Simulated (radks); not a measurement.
Effect of the nuclear size on the caesium ion Cs13+, [Kr] 4d6. Method: Dirac Kohn-Sham, BLYP, spin-unpolarised, spherical densities, finite nucleus; open shells fill j = l - 1/2 first; Fermi nuclear charge, rms radius 4.8041 fm; computed with a radial shooting solver on a logarithmic mesh with Libxc functionals. The rms radius is varied about that value; shifts are against it.

[
 {"rms radius (fm)": "4.2949", "total energy shift (eV)": "-1.50", "density at nucleus (e/bohr^3)": "3.025e+05", "1s1/2 shift (meV)": "-624", "2s1/2 shift (meV)": "-74.5", "4s1/2 shift (meV)": "-3.53", "4p1/2 shift (meV)": "0.165", "4d5/2 shift (meV)": "0.193", "5s1/2 (empty) shift (meV)": "-1.05", "5p1/2 (empty) shift (meV)": "0.041"},
 {"rms radius (fm)": "4.6263", "total energy shift (eV)": "-0.538", "density at nucleus (e/bohr^3)": "2.984e+05", "1s1/2 shift (meV)": "-224", "2s1/2 shift (meV)": "-26.8", "4s1/2 shift (meV)": "-1.27", "4p1/2 shift (meV)": "0.059", "4d5/2 shift (meV)": "0.069", "5s1/2 (empty) shift (meV)": "-0.376", "5p1/2 (empty) shift (meV)": "0.015"},
 {"rms radius (fm)": "4.8041", "total energy shift (eV)": "0", "density at nucleus (e/bohr^3)": "2.963e+05", "1s1/2 shift (meV)": "0.000", "2s1/2 shift (meV)": "0.000", "4s1/2 shift (meV)": "0.000", "4p1/2 shift (meV)": "0.000", "4d5/2 shift (meV)": "0.000", "5s1/2 (empty) shift (meV)": "0.000", "5p1/2 (empty) shift (meV)": "0.000"},
 {"rms radius (fm)": "5.0155", "total energy shift (eV)": "0.661", "density at nucleus (e/bohr^3)": "2.939e+05", "1s1/2 shift (meV)": "276", "2s1/2 shift (meV)": "32.9", "4s1/2 shift (meV)": "1.56", "4p1/2 shift (meV)": "-0.073", "4d5/2 shift (meV)": "-0.085", "5s1/2 (empty) shift (meV)": "0.462", "5p1/2 (empty) shift (meV)": "-0.018"},
 {"rms radius (fm)": "5.8082", "total energy shift (eV)": "3.35", "density at nucleus (e/bohr^3)": "2.86e+05", "1s1/2 shift (meV)": "1400", "2s1/2 shift (meV)": "167", "4s1/2 shift (meV)": "7.90", "4p1/2 shift (meV)": "-0.369", "4d5/2 shift (meV)": "-0.431", "5s1/2 (empty) shift (meV)": "2.34", "5p1/2 (empty) shift (meV)": "-0.092"}
]

Slopes of the eigenvalues against <r^2> in GHz/fm^2, as finite differences over the two radii next to the reference (eigenvalue slopes, not the field-shift constants of lines): 1s1/2 32200, 2s1/2 3850, 4s1/2 182, 4p1/2 -8.54, 4d5/2 -9.96, 5s1/2 (empty) 54.0, 5p1/2 (empty) -2.14.
